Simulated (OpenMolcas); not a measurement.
## Se V: effect of the active space

- Program: OpenMolcas 26.06
- Method: SS-CASPT2 or its RAS form, IPEA 0.25 Eh, imaginary shift 0.1 Eh
- Basis: ANO-R2
- Scalar Hamiltonian: X2C, finite nucleus
- Spin-orbit coupling: state interaction with AMFI integrals over the reference wave functions, term energies averaged over their components

A. 2 electrons in 4 orbitals (4s 4p); 2S+1 = 3 even, 3 roots; 2S+1 = 1 even, 7 roots; 2S+1 = 3 odd, 3 roots; 2S+1 = 1 odd, 3 roots; closed shells correlated: 3d; CASPT2 step roughly 2.6 core-seconds
B. 2 electrons in 8 orbitals (4s 4p 5s 5p); 2S+1 = 3 even, 3 roots; 2S+1 = 1 even, 7 roots; 2S+1 = 3 odd, 3 roots; 2S+1 = 1 odd, 3 roots; closed shells correlated: 3d; CASPT2 step roughly 8 core-seconds
C. 2 electrons in 9 orbitals (RAS2 4s 4p; RAS3 4d, at most 2 electrons); 2S+1 = 3 even, 3 roots; 2S+1 = 1 even, 7 roots; 2S+1 = 3 odd, 3 roots; 2S+1 = 1 odd, 3 roots; closed shells correlated: 3d; CASPT2 step roughly 7 core-seconds

Energies in cm-1 above 4s2 1S0, the measured ground level; measured values from the list in Rauch et al., Astron. Astrophys. 606, A105 (2017).

| Level | A | B | C | Measured |
| --- | --- | --- | --- | --- |
| 4s2 1S0 | 0.0 | 0.0 | 0.0 | 0.0 |
| 4s 4p 3P* 0 | 88435 | 88374 | 88713 | 89749 |
| 4s 4p 3P* 1 | 89834 | 89773 | 90104 | 91350 |
| 4s 4p 3P* 2 | 92928 | 92868 | 93191 | 94960 |
| 4s 4p 1P* 1 | 130588 | 130364 | 130368 | 131733 |
| 4p2 3P0 | 209541 | 209443 | 209732 | 211794 |
| 4p2 3P1 | 211468 | 211348 | 211640 | 214091 |

Deviations, from unrounded energies. A percentage is the sum of absolute deviations over the sum of measured energies, with the sign that they share, or ± where signs differ.

| Against measurement | Levels | A | B | C |
| --- | --- | --- | --- | --- |
| mean absolute deviation (cm-1) | 6 | 1800 | 1900 | 1700 |
| other configurations (%) | 6 | -1.3 | -1.4 | -1.2 |

C lies closest to measurement on these levels and B furthest from it. The largest miss of C in the table is 4p2 3P1, by -2500 cm-1. The ranking rests on the paired levels alone, and a cruder setting can come out closer through cancelling errors.

Among A to C the level of the table that moves most is 4s 4p 3P* 0, by 340 cm-1 (lowest in B, highest in C).

Over all roots computed the reference weight is 0.92 to 0.97 in A, 0.90 to 0.97 in B; the roots of lowest weight are the least certain, and an intruder state may touch them. The ¹D term of p² mixes with s d, which this space lacks (holds for A; B). Active for correlation alone: 5p 5s; no level in the range computed is led by a configuration that fills them, so any true level of that kind is missing (holds for B). Active for correlation alone: 4d; no level in the range computed is led by a configuration that fills it, so any true level of that kind is missing (holds for C). Some terms mix strongly with configurations of 4d, whose occupation reaches 0.21 (4p2 1D) (holds for C). Measured partners are found by configuration, term and J. A level has none where our copy of the source lacks it or the pairing is in doubt (some pairs that miss far off the trend of their configuration count as doubtful), and it then counts in no deviation. Levels of configurations outside the active space are missing. The table leaves out levels that lie high or whose names do not pair safely across all columns.

* marks odd parity.
